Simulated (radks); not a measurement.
The thulium ion Tm2+ inside a hard spherical wall (all orbitals vanish at R), configuration held at [Xe] 4f13 and not refilled when levels cross. Method: scalar-relativistic Kohn-Sham, PBE, spin-unpolarised, spherical densities, finite nucleus; Fermi nuclear charge, rms radius 5.2256 fm; computed with a radial shooting solver on a logarithmic mesh with Libxc functionals. Eigenvalues in eV, with the zero of energy where the potential of the charges vanishes at infinity; a dash marks a level that is unbound or too diffuse for the functional's potential to be trusted. A positive occupied level is held by the wall or, in an anion where self-interaction has pushed it up, behind a barrier. The pressure on the wall is -dE/dV.

| R (bohr) | E (hartree) | kinetic (hartree) | e(4d) | e(5s) | e(5p) | e(4f) | e(6s, empty) | e(5d, empty) | pressure (GPa) |
|---|---|---|---|---|---|---|---|---|---|
| free | -13565.3245 | 14741.314 | -186.05 | -67.989 | -41.463 | -17.556 | -15.064 | -13.431 | 0 |
| 20 | -13565.3245 | 14741.314 | -186.05 | -67.989 | -41.463 | -17.556 | -15.064 | -13.431 | < 0.0001 |
| 7 | -13565.3244 | 14741.314 | -186.04 | -67.985 | -41.459 | -17.550 | -14.948 | -13.393 | 0.00488 |
| 6 | -13565.3241 | 14741.318 | -186.01 | -67.965 | -41.441 | -17.524 | -14.583 | -13.273 | 0.0513 |
| 4 | -13565.2914 | 14741.595 | -185.03 | -67.251 | -40.757 | -16.597 | -7.991 | -10.972 | 11.8 |
| 3.5 | -13565.2092 | 14742.212 | -183.59 | -66.190 | -39.648 | -15.227 | -0.973 | -8.411 | 56.0 |
| 2.5 | -13563.7162 | 14750.782 | -171.13 | -56.483 | -28.224 | -3.308 | 48.936 | 10.850 | 1650 |
| 2 | -13558.7538 | 14773.428 | -149.04 | -35.605 | -2.623 | 18.381 | 137.96 | 47.240 | 11200 |
